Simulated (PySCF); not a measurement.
## Frontier orbitals and the lowest excitations

cis-Hf(PH3)2Cl4 (singlet state).
Z-matrix (Å and degrees, PBE0-D3(BJ)/def2-SVP geometry), rows numbered from 1:
```
Hf
P   1  2.8416
H   2  1.4166  1  116.68
H   2  1.4190  1  119.89  3  -118.71
H   2  1.4174  1  119.51  3   119.70
Cl  1  2.3583  2  171.05  3   125.41
P   1  2.8387  2   89.16  3   131.26
H   7  1.4194  1  120.16  2    -1.11
H   7  1.4168  1  117.96  2  -121.31
H   7  1.4169  1  117.95  2   118.96
Cl  1  2.3636  2   83.07  3   -49.24
Cl  1  2.4128  2   76.86  3    54.12
Cl  1  2.4055  2   78.74  3  -151.39
```

Level of theory: PySCF 2.14.0, density-fitted response routines, TDDFT CAM-B3LYP/def2-SVPD, vertical, gas phase, core orbitals frozen in the response, def2 core potentials past Kr. Spin–orbit coupling is left out.

Frontier orbitals with the atoms that hold most of them (Löwdin shares over 4%, at most four atoms; ? is withheld):

```json
{"orbital": "LUMO+2", "ε (eV)": "-0.37", "atoms": "Hf1 65%, Cl12 10%, Cl13 10%, Cl11 6%"}
{"orbital": "LUMO+1", "ε (eV)": "-0.70", "atoms": "Hf1 63%, Cl12 10%, Cl13 10%, Cl6 6%"}
{"orbital": "LUMO", "ε (eV)": "-1.18", "atoms": "?"}
{"orbital": "HOMO", "ε (eV)": "?", "atoms": "?"}
{"orbital": "HOMO-1", "ε (eV)": "-9.64", "atoms": "P2 24%, Cl12 23%, Cl13 22%, Cl11 9%"}
{"orbital": "HOMO-2", "ε (eV)": "-10.09", "atoms": "Cl6 28%, Cl13 25%, Cl11 22%, Cl12 20%"}
{"orbital": "HOMO-3", "ε (eV)": "-10.17", "atoms": "Cl12 27%, Cl13 26%, Cl11 24%, Cl6 17%"}
```

Task: Give the leading atoms of the LUMO.

Result: Hf1 (bonded to 4 Cl and 2 P) 57%; Cl11 (bonded to Hf) 10%; Cl6 (bonded to Hf) 10%; P2 (bonded to Hf and 3 H) 7%. By element: hafnium 57%, chlorine 20% or more, phosphorus 7% or more.

Task: Give the leading atoms of the HOMO.

Result: Cl13 (bonded to Hf) 26%; Cl12 (bonded to Hf) 25%; P7 (bonded to Hf and 3 H) 23%; Cl6 (bonded to Hf) 7%. By element: chlorine 58% or more, phosphorus 23% or more.

Task: What is the HOMO energy, and the HOMO–LUMO gap?

Result: ε(HOMO) = -9.59 eV; the gap is 8.41 eV (0.3091 hartree).

Task: The HOMO–LUMO gap is 8.41 eV. Where does the response calculation put the lowest singlet, and from which orbitals?

Result: S1 is at 5.21 eV (f = 0.0097), 3.21 eV below the gap, made of HOMO→LUMO (96%). 

Task: One configuration dominates each of S1, S2, S3 and S4. Which, and how do the shares of the two leading atoms of either orbital change from the occupied to the empty one?

Result: 
- S1 (5.21 eV, f 0.0097), HOMO→LUMO (96%): Cl13 26% → at most 8%, Cl12 25% → at most 8%, Hf1 at most 8% → 57%, Cl11 at most 8% → 10%; the Löwdin share of hafnium is at most 8% in HOMO and 57% in LUMO (ligand-to-metal charge transfer by this measure)
- S2 (5.25 eV, f 0.033), HOMO-1→LUMO (97%): P2 24% → 7%, Cl12 23% → at most 8%, Hf1 at most 9% → 57%, Cl11 9% → 10%; the Löwdin share of hafnium is at most 9% in HOMO-1 and 57% in LUMO (ligand-to-metal charge transfer by this measure)
- S3 (5.50 eV, f 0.0002), HOMO→LUMO+1 (87%): Cl13 26% → 10%, Cl12 25% → 10%, Hf1 at most 8% → 63%; the Löwdin share of hafnium is at most 8% in HOMO and 63% in LUMO+1 (ligand-to-metal charge transfer by this measure)
- S4 (5.57 eV, f 0.0001), HOMO-2→LUMO (93%): Cl6 28% → 10%, Cl13 25% → at most 8%, Hf1 at most 5% → 57%, Cl11 22% → 10%; the Löwdin share of hafnium is at most 5% in HOMO-2 and 57% in LUMO (ligand-to-metal charge transfer by this measure)

Löwdin shares depend on the basis, the more so with diffuse functions.
